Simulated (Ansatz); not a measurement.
C₃H₉InO, SMILES `CC(C)[O][InH2]` from Hartree–Fock to CCSD(T)

Cartesian coordinates in Å:
```
C 1.413 -0.689 -0.549
C 0.002 -0.225 -0.235
C -0.912 -1.396 0.083
O 0.035 0.649 0.867
In -0.550 2.546 0.792
H 2.052 0.163 -0.795
H 1.840 -1.194 0.321
H 1.424 -1.383 -1.395
H -0.396 0.285 -1.130
H -1.927 -1.046 0.288
H -0.548 -1.920 0.970
H -0.954 -2.104 -0.749
H -1.101 2.996 -0.767
H -0.378 3.319 2.300
```

Total charge 0; spin multiplicity 1. Correlated methods include outer-core shells of In, which these sets cover unevenly. In: def2 effective core potential. Geometry: relaxed with PBE0-D4/def2-TZVP. It is one conformer, not always the lowest. Frozen core, restricted reference, Ansatz 0.2.0.

```tsv
basis	HF (Eh)	MP2 corr.	CCSD corr.	(T)	CCSD(T) total
def2-SVP	?	-0.71487	?	-0.02257	?
def2-TZVPP	?	?	-1.10154	-0.04022	?
def2-QZVPP	-382.99078	-1.30454	–	–	–
```

Problem. Fill in the withheld values. (Best estimate.)

Solution. Ansatz gave: def2-SVP HF (Eh): -382.74930; def2-SVP CCSD corr.: -0.77452; def2-SVP CCSD(T) total: -383.54639; def2-TZVPP HF (Eh): -382.97968; def2-TZVPP MP2 corr.: -1.06361; def2-TZVPP CCSD(T) total: -384.12144.
